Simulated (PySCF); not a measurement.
Input file for PySCF: R-B3LYP/LANL2DZ on GaCl, 2S+1 = 1, a point of a bond scan (R = 2.225 Å).

```python
from pyscf import gto, scf, dft, mp
from pyscf.data.elements import chemcore

mol = gto.M(
    atom='''
    Cl    0.00000000    0.00000000    0.00000000
    Ga    0.00000000    0.00000000    2.22472800
    ''',
    basis='lanl2dz',
    ecp={'Cl': 'lanl2dz', 'Ga': 'lanl2dz'},
    charge=0, spin=0, verbose=3, max_memory=1800)
mf = dft.RKS(mol, xc='b3lyp')
mf.conv_tol = 1e-8
mf.max_cycle = 100
mf.kernel()
if not mf.converged:
    mf = mf.newton().run(mf.mo_coeff, mf.mo_occ)
```

Task: Predict the final total energy.

Result: -17.0668 hartree.
